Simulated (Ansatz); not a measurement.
Ansatz results at the PBE0-D4/def2-TZVP geometry: HOMO–LUMO gap (B3LYP/def2-TZVPP) 7.19 eV; HOMO energy (PBE0/def2-TZVPP) -9.26 eV; zero-point energy (PBE0-D4/def2-TZVP) 183.6 kJ/mol.

Each molecule was computed in one conformer, which needn't be the lowest.

(1) Which molecule gave them?
A. `[SiH3]C1B[SiH2]1`
B. `NC(O)(F)F`
C. `BB(F)OC`
D. `BCB(O)F`

Answers

(1) D. The others give `[SiH3]C1B[SiH2]1`: 4.53, -6.86, 182.8; `BB(F)OC`: 5.95, -8.55, 182.3; `NC(O)(F)F`: 8.76, -8.51, 141.4.

B3LYP here is the variant with VWN-RPA as its local correlation; programs differ in this.
